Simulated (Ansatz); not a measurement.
The cluster Ag4⁻. The state is a doublet with charge -1. Geometry r2SCAN-D4/def2-SVPD.

Cartesian coordinates in Å:
```
Ag -1.212 -0.512 0.404
Ag 0.426 -1.945 -1.186
Ag 1.214 0.510 -0.400
Ag -0.428 1.947 1.182
```

In the def2 sets Ag takes a core potential; there is no spin–orbit coupling. At HF/def2-TZVPD the charge -1 doublet is spin-contaminated (final ⟨S²⟩ up to 1.15, 0.75 for a pure state). At BLYP-D4/def2-TZVPD the highest occupied level of the charge -1 doublet lies above zero (up to 0.36 eV). By energy differences its removal costs 1.54 eV (vertical, to the charge 0 singlet, at PBE0-D4/def2-TZVPD). The structure comes from a short search, and lower isomers may exist.

Estimate the α-spin orbital energies around the gap (eV) in Ansatz with HF/def2-TZVPD, BLYP-D4/def2-TZVPD, r2SCANh-D4/def2-TZVPD, PBE0-D4/def2-TZVPD, BHLYP-D4/def2-TZVPD.


| orbital | HF/def2-TZVPD | BLYP-D4/def2-TZVPD | r2SCANh-D4/def2-TZVPD | PBE0-D4/def2-TZVPD | BHLYP-D4/def2-TZVPD |
| --- | --- | --- | --- | --- | --- |
| HOMO−9 | -9.44 | -2.67 | -3.73 | -4.51 | -6.23 |
| HOMO−8 | -9.24 | -2.51 | -3.55 | -4.34 | -6.04 |
| HOMO−7 | -9.24 | -2.45 | -3.49 | -4.30 | -6.01 |
| HOMO−6 | -9.17 | -2.44 | -3.48 | -4.27 | -5.97 |
| HOMO−5 | -8.94 | -2.38 | -3.39 | -4.16 | -5.82 |
| HOMO−4 | -8.94 | -2.36 | -3.37 | -4.14 | -5.80 |
| HOMO−3 | -8.62 | -2.13 | -3.12 | -3.87 | -5.51 |
| HOMO−2 | -4.81 | -2.12 | -2.78 | -3.16 | -3.84 |
| HOMO−1 | -1.74 | -0.38 | -0.73 | -0.89 | -1.22 |
| HOMO | -1.13 | 0.36 | -0.13 | -0.18 | -0.50 |
| LUMO | 4.04 | 1.37 | 1.67 | 1.94 | 2.50 |
| LUMO+1 | 4.18 | 2.08 | 2.26 | 2.50 | 3.06 |
| LUMO+2 | 4.48 | 2.62 | 2.71 | 2.95 | 3.52 |
| LUMO+3 | 4.57 | 2.71 | 2.79 | 3.02 | 3.57 |
| LUMO+4 | 5.47 | 3.25 | 3.61 | 3.72 | 4.27 |
| LUMO+5 | 5.65 | 3.39 | 3.74 | 3.85 | 4.34 |
| β HOMO | -1.53 | -0.33 | -0.60 | -0.76 | -1.11 |
| β LUMO | 4.02 | 0.68 | 1.21 | 1.50 | 2.10 |
